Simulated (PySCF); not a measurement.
# Atomic charges by several schemes

Compound: TMS, C4H12Si.
Z-matrix (Å and degrees, GFN2-xTB geometry), rows numbered from 1:
```
C 
Si  1  1.9091
C   2  1.9090  1  109.48
C   2  1.9092  1  109.61  3   120.03
C   2  1.9090  1  109.53  3  -119.99
H   1  1.0859  2  111.36  3   -60.01
H   1  1.0859  2  111.41  3   179.92
H   1  1.0859  2  111.34  3    59.91
H   3  1.0859  2  111.36  1  -179.63
H   3  1.0859  2  111.40  1    60.35
H   3  1.0858  2  111.36  1   -59.65
H   4  1.0858  2  111.41  1   -59.95
H   4  1.0859  2  111.42  1    60.09
H   4  1.0860  2  111.34  1  -179.88
H   5  1.0859  2  111.43  1   -60.12
H   5  1.0858  2  111.39  1    59.92
H   5  1.0859  2  111.35  1   179.91
```

Density: PBE0/pcSseg-1 (PySCF); schemes: Mulliken, IAO, Hirshfeld and ESP-fitted. Geometry: GFN2-xTB; no solvent, vibrations or thermal averaging.

Give the atomic charges in each scheme.

In e:

| atom | environment | Mulliken | IAO | Hirshfeld | ESP-fitted |
| --- | --- | --- | --- | --- | --- |
| C1 | Si-methyl carbon | -0.613 | -0.723 | -0.219 | -0.761 |
| Si2 | four-coordinate silicon | +0.877 | +1.085 | +0.421 | +1.090 |
| C3 | Si-methyl carbon | -0.613 | -0.723 | -0.219 | -0.736 |
| C4 | Si-methyl carbon | -0.613 | -0.723 | -0.219 | -0.759 |
| C5 | Si-methyl carbon | -0.613 | -0.723 | -0.219 | -0.755 |
| H6 | methyl hydrogen | +0.131 | +0.151 | +0.038 | +0.162 |
| H7 | methyl hydrogen | +0.131 | +0.151 | +0.038 | +0.163 |
| H8 | methyl hydrogen | +0.131 | +0.151 | +0.038 | +0.162 |
| H9 | methyl hydrogen | +0.131 | +0.151 | +0.038 | +0.155 |
| H10 | methyl hydrogen | +0.131 | +0.150 | +0.038 | +0.156 |
| H11 | methyl hydrogen | +0.131 | +0.150 | +0.038 | +0.156 |
| H12 | methyl hydrogen | +0.131 | +0.150 | +0.038 | +0.162 |
| H13 | methyl hydrogen | +0.131 | +0.150 | +0.038 | +0.162 |
| H14 | methyl hydrogen | +0.131 | +0.151 | +0.038 | +0.162 |
| H15 | methyl hydrogen | +0.131 | +0.150 | +0.038 | +0.161 |
| H16 | methyl hydrogen | +0.131 | +0.150 | +0.038 | +0.160 |
| H17 | methyl hydrogen | +0.131 | +0.151 | +0.038 | +0.161 |

Mean size of the charges over all atoms: ESP-fitted 0.354 e, IAO 0.340 e, Mulliken 0.288 e, Hirshfeld 0.103 e. Each set sums to the total charge, 0, to within 0.001 e. The IAO scheme counts the electrons in orthogonalised intrinsic atomic orbitals, a minimal basis polarised so that it spans the occupied orbitals exactly. The ESP scheme fits charges at the nuclei, held to the total charge, to the electrostatic potential on points at 1.4 to 2.0 times the van der Waals radii.

Lowest charge. All schemes pick atoms of one kind: Mulliken C1, C3, C4 and C5 (-0.613); IAO C1, C3, C4 and C5 (-0.723); Hirshfeld C1, C3, C4 and C5 (-0.219); ESP-fitted C1 (-0.761).

Highest charge. All schemes agree: Mulliken Si2 (+0.877); IAO Si2 (+1.085); Hirshfeld Si2 (+0.421); ESP-fitted Si2 (+1.090).

How many electrons does the ESP-fitted scheme count on C5?

Z − q = 6 − (-0.755) = 6.755.

Sum the charges by element, for elements with more than one atom.

```json
{"element": "C", "atoms": "4", "Mulliken": "-2.450", "IAO": "-2.892", "Hirshfeld": "-0.876", "ESP-fitted": "-3.011"}
{"element": "H", "atoms": "12", "Mulliken": "+1.574", "IAO": "+1.807", "Hirshfeld": "+0.455", "ESP-fitted": "+1.921"}
```

The run behind these numbers computed NMR shieldings as well. Rough CPU time on one thread of a shared machine: about 15 s.
